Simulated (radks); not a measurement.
Values are calculated unless marked as measured or tabulated.
The tungsten ion W+ inside a hard spherical wall (all orbitals vanish at R), configuration held at [Xe] 4f14 5d4 6s1 and not refilled when levels cross. Level of theory: scalar-relativistic Kohn-Sham, r2SCAN, spin-polarised, spherical densities, finite nucleus; open shells are filled with parallel spins first (spin-orbit coupling, left out, can overturn this in heavy ions); meta-GGA in the generalised Kohn-Sham scheme; Fermi nuclear charge, rms radius 5.3658 fm (a radial shooting solver on a logarithmic mesh with Libxc functionals). Eigenvalues in eV for spin up, with the zero of energy where the potential of the charges vanishes at infinity; a dash marks a level that is unbound or too diffuse for the functional's potential to be trusted. A positive occupied level is held by the wall or, in an anion where self-interaction has pushed it up, behind a barrier. The pressure on the wall is -dE/dV.

[
 {"R (bohr)": "free", "E (hartree)": "-16141.5719", "kinetic (hartree)": "17780.574", "e(5p)": "-52.835", "e(4f)": "-40.874", "e(6s)": "-13.361", "e(5d)": "-13.044", "e(6p, empty)": "-7.086", "e(7s, empty)": "-", "pressure (GPa)": "0"},
 {"R (bohr)": "20", "E (hartree)": "-16141.5719", "kinetic (hartree)": "17780.574", "e(5p)": "-52.835", "e(4f)": "-40.874", "e(6s)": "-13.361", "e(5d)": "-13.044", "e(6p, empty)": "-7.086", "e(7s, empty)": "-", "pressure (GPa)": "< 0.0001"},
 {"R (bohr)": "15", "E (hartree)": "-16141.5719", "kinetic (hartree)": "17780.574", "e(5p)": "-52.835", "e(4f)": "-40.874", "e(6s)": "-13.361", "e(5d)": "-13.044", "e(6p, empty)": "-7.086", "e(7s, empty)": "-", "pressure (GPa)": "< 0.0001"},
 {"R (bohr)": "8", "E (hartree)": "-16141.5715", "kinetic (hartree)": "17780.580", "e(5p)": "-52.809", "e(4f)": "-40.848", "e(6s)": "-13.338", "e(5d)": "-13.022", "e(6p, empty)": "-6.959", "e(7s, empty)": "-0.132", "pressure (GPa)": "0.0285"},
 {"R (bohr)": "7", "E (hartree)": "-16141.5695", "kinetic (hartree)": "17780.600", "e(5p)": "-52.728", "e(4f)": "-40.762", "e(6s)": "-13.257", "e(5d)": "-12.952", "e(6p, empty)": "-6.693", "e(7s, empty)": "2.214", "pressure (GPa)": "0.195"},
 {"R (bohr)": "6", "E (hartree)": "-16141.5594", "kinetic (hartree)": "17780.684", "e(5p)": "-52.437", "e(4f)": "-40.449", "e(6s)": "-12.932", "e(5d)": "-12.697", "e(6p, empty)": "-5.893", "e(7s, empty)": "6.912", "pressure (GPa)": "1.31"},
 {"R (bohr)": "4", "E (hartree)": "-16141.2811", "kinetic (hartree)": "17782.163", "e(5p)": "-48.979", "e(4f)": "-36.480", "e(6s)": "-7.058", "e(5d)": "-9.212", "e(6p, empty)": "4.043", "e(7s, empty)": "41.693", "pressure (GPa)": "67.8"},
 {"R (bohr)": "3", "E (hartree)": "-16140.0219", "kinetic (hartree)": "17787.574", "e(5p)": "-41.816", "e(4f)": "-27.702", "e(6s)": "12.465", "e(5d)": "0.023", "e(6p, empty)": "31.281", "e(7s, empty)": "112.08", "pressure (GPa)": "727"},
 {"R (bohr)": "2", "E (hartree)": "-16129.1073", "kinetic (hartree)": "17830.078", "e(5p)": "-7.912", "e(4f)": "8.494", "e(6s)": "124.13", "e(5d)": "47.113", "e(6p, empty)": "164.21", "e(7s, empty)": "390.23", "pressure (GPa)": "17700"}
]
